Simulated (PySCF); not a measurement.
Excitation energy of Sc by level of theory

Sc [Ar] 3d1 4s2 (2D) → Sc [Ar] 3d2 4s1, s spin flipped, as a difference of total energies. Calculation: PySCF 2.14, in x2c-TZVPPall (6s5p4d2f1g, 64 functions); scalar relativity by spin-free X2C-1e. Correlated levels: valence: [Ar] frozen. The calculations carry no spin-orbit coupling.

| method | excitation energy (eV) |
| --- | --- |
| UHF | 1.692 |
| MP2 (valence) | 1.977 |
| SCS-MP2 (valence) | 2.097 |

**Question.** How much does correlation contribute at MP2 (valence)?

**Answer.** 1.977 − (1.692) = 0.285 eV, measured against UHF.

The upper determinant mixes two multiplicities, so it lies between the two terms.

The coupled-cluster amplitudes are large for the upper state (T1 above 0.03 or a double amplitude above 0.15), so a single reference is strained.
